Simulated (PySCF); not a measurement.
C2H6F2GeO (SMILES C[O][Ge]([CH3])([F])[F]), singlet, at a GFN2-xTB geometry, atoms displaced at random by about 0.03 Å a coordinate; PBE/STO-3G, gradient (PySCF).

PySCF was given this input:
```python
from pyscf import gto, scf, dft

mol = gto.M(
    atom='''
C     2.30410269   -1.11968676    0.35842825
O     1.24191991   -0.21193561    0.73067599
Ge   -0.28927211    0.14661870    0.02313018
C    -1.86107361   -0.97440254    0.29834564
F    -0.53417170    1.75953878    0.44999615
F     0.10321987    0.27418476   -1.65421197
H     2.01659859   -2.10437250    0.63940478
H     2.45578873   -1.06972339   -0.75106299
H     3.20472681   -0.82061067    0.88403420
H    -2.77302623   -0.45903750   -0.10280384
H    -2.04178335   -1.11307209    1.33505648
H    -1.81417109   -1.93295230   -0.15597359
''',
    basis='sto-3g',
    verbose=4,
)

mf = dft.RKS(mol)
mf.xc = 'pbe'
mf.grids.level = 0
mf.kernel()
g = mf.nuc_grad_method()
g.grid_response = False
grad = g.kernel()
```

### Question
Write the output that PySCF gives for this input, abridged.

### Answer

```
PySCF version 2.14.0

[INPUT] verbose = 4
[INPUT] num. atoms = 12
[INPUT] num. electrons = 76
[INPUT] charge = 0
[INPUT] spin (= nelec alpha-beta = 2S) = 0
[INPUT] symmetry False subgroup None
[INPUT] Mole.unit = angstrom
[INPUT] Symbol           X                Y                Z      unit          X                Y                Z       unit  Magmom
[INPUT]  1 C      2.304102690000  -1.119686760000   0.358428250000 AA    4.354123046974  -2.115901321702   0.677331227807 Bohr   0.0
[INPUT]  2 O      1.241919910000  -0.211935610000   0.730675990000 AA    2.346888498544  -0.400500258943   1.380777506895 Bohr   0.0
[INPUT]  3 Ge    -0.289272110000   0.146618700000   0.023130180000 AA   -0.546645063375   0.277069187740   0.043709705412 Bohr   0.0
[INPUT]  4 C     -1.861073610000  -0.974402540000   0.298345640000 AA   -3.516919420556  -1.841353935681   0.563791550058 Bohr   0.0
[INPUT]  5 F     -0.534171700000   1.759538780000   0.449996150000 AA   -1.009438216493   3.325046399751   0.850369480609 Bohr   0.0
[INPUT]  6 F      0.103219870000   0.274184760000  -1.654211970000 AA    0.195057284913   0.518134103930  -3.126007575277 Bohr   0.0
[INPUT]  7 H      2.016598590000  -2.104372500000   0.639404780000 AA    3.810819038284  -3.976687689066   1.208299916938 Bohr   0.0
[INPUT]  8 H      2.455788730000  -1.069723390000  -0.751062990000 AA    4.640768119493  -2.021484236141  -1.419303353397 Bohr   0.0
[INPUT]  9 H      3.204726810000  -0.820610670000   0.884034200000 AA    6.056055974951  -1.550729421196   1.670582522749 Bohr   0.0
[INPUT] 10 H     -2.773026230000  -0.459037500000  -0.102803840000 AA   -5.240260110935  -0.867455155905  -0.194271102154 Bohr   0.0
[INPUT] 11 H     -2.041783350000  -1.113072090000   1.335056480000 AA   -3.858411337197  -2.103401406997   2.522891108026 Bohr   0.0
[INPUT] 12 H     -1.814171090000  -1.932952300000  -0.155973590000 AA   -3.428286503204  -3.652750458848  -0.294747367765 Bohr   0.0

nuclear repulsion = 537.977274011151
number of shells = 29
number of NR pGTOs = 147
number of NR cGTOs = 49
basis = sto-3g
ecp = {}

******** <class 'pyscf.dft.rks.RKS'> ********
method = RKS
initial guess = minao
damping factor = 0
level_shift factor = 0
DIIS = <class 'pyscf.scf.diis.CDIIS'>
diis_start_cycle = 1
diis_space = 8
diis_damp = 0
SCF conv_tol = 1e-09
SCF conv_tol_grad = None
SCF max_cycles = 50
direct_scf = True
direct_scf_tol = 1e-13
XC library pyscf.dft.libxc version 7.1.2
    S. Lehtola, C. Steigemann, M. J. T. Oliveira, and M. A. L. Marques,  SoftwareX 7, 1–5 (2018)
XC functionals = pbe
    J. P. Perdew, K. Burke, and M. Ernzerhof,  Phys. Rev. Lett. 77, 3865 (1996)
    J. P. Perdew, K. Burke, and M. Ernzerhof,  Phys. Rev. Lett. 78, 1396 (1997)
    J. P. Perdew, K. Burke, and M. Ernzerhof,  Phys. Rev. Lett. 77, 3865 (1996)
    J. P. Perdew, K. Burke, and M. Ernzerhof,  Phys. Rev. Lett. 78, 1396 (1997)
radial grids:
    Treutler-Ahlrichs [JCP 102, 346 (1995); DOI:10.1063/1.469408] (M4) radial grids

becke partition: Becke, JCP 88, 2547 (1988); DOI:10.1063/1.454033
pruning grids: <function nwchem_prune>
grids dens level: 0
symmetrized grids: False
atomic radii adjust function: <function treutler_atomic_radii_adjust>
small_rho_cutoff = 0
Set gradient conv threshold to 3.16228e-05
Initial guess from minao.
tot grids = 11600
init E= -2400.35741317961
  HOMO = -0.49975067228717  LUMO = -0.258212196618282  gap/eV = 6.57260
cycle= 1 E= -2402.00880025132  delta_E= -1.65  |g|= 0.668  |ddm|= 4.11
  HOMO = 0.12143494591306  LUMO = 0.225136510099395  gap/eV = 2.82186
cycle= 2 E= -2401.84169431108  delta_E= 0.167  |g|= 1.06  |ddm|= 2.91
  HOMO = -0.00486374074255397  LUMO = 0.160282412933611  gap/eV = 4.49386
cycle= 3 E= -2402.18297880237  delta_E= -0.341  |g|= 0.249  |ddm|= 1.97
  HOMO = -0.0475364357977914  LUMO = 0.142489275498916  gap/eV = 5.17086
cycle= 4 E= -2402.20399308457  delta_E= -0.021  |g|= 0.0781  |ddm|= 0.571
  HOMO = -0.0559906751270163  LUMO = 0.136613752172837  gap/eV = 5.24103
cycle= 5 E= -2402.20572141821  delta_E= -0.00173  |g|= 0.0381  |ddm|= 0.179
  HOMO = -0.053035199841073  LUMO = 0.139133143619894  gap/eV = 5.22917
cycle= 6 E= -2402.20626836024  delta_E= -0.000547  |g|= 0.00556  |ddm|= 0.0701
  HOMO = -0.0525002132898944  LUMO = 0.13926396957975  gap/eV = 5.21817
cycle= 7 E= -2402.20627810632  delta_E= -9.75e-06  |g|= 0.00149  |ddm|= 0.0105
  HOMO = -0.0527144829378383  LUMO = 0.139300360796815  gap/eV = 5.22499
cycle= 8 E= -2402.20627885945  delta_E= -7.53e-07  |g|= 0.000528  |ddm|= 0.00316
  HOMO = -0.0526770612160697  LUMO = 0.13930471305039  gap/eV = 5.22409
cycle= 9 E= -2402.20627896384  delta_E= -1.04e-07  |g|= 0.000105  |ddm|= 0.00107
  HOMO = -0.0526801439644794  LUMO = 0.139297795004154  gap/eV = 5.22399
cycle= 10 E= -2402.2062789681  delta_E= -4.26e-09  |g|= 2.2e-05  |ddm|= 0.000219
  HOMO = -0.0526819781369168  LUMO = 0.13929806953736  gap/eV = 5.22404
cycle= 11 E= -2402.20627896826  delta_E= -1.54e-10  |g|= 7.52e-06  |ddm|= 4.67e-05
  HOMO = -0.0526799877217138  LUMO = 0.139298689784152  gap/eV = 5.22401
Extra cycle  E= -2402.20627896824  delta_E= 1.96e-11  |g|= 9.93e-06  |ddm|= 3.09e-05
converged SCF energy = -2402.20627896824

******** <class 'pyscf.grad.rks.Gradients'> for <class 'pyscf.dft.rks.RKS'> ********
unit = Eh/Bohr
grid_response = False
--------------- RKS gradients ---------------
         x                y                z
0 C     0.0391335361    -0.0346426429     0.0366131456
1 O     0.0119873916    -0.0372940287    -0.0299988825
2 Ge    -0.0062802855     0.0368153961     0.0133058245
3 C    -0.0084210415    -0.0596817075     0.0205412688
4 F    -0.0029217236     0.0140026329    -0.0016884047
5 F     0.0063572105     0.0002284322    -0.0157575110
6 H     0.0014606509     0.0490553038    -0.0086792828
7 H    -0.0104719164     0.0070880375    -0.0010590138
8 H    -0.0215701581    -0.0053946963    -0.0102007981
9 H    -0.0109218022     0.0056793895    -0.0025020165
10 H     0.0053078358     0.0062604084    -0.0360721686
11 H    -0.0059142835     0.0306026743     0.0169121405
----------------------------------------------
```
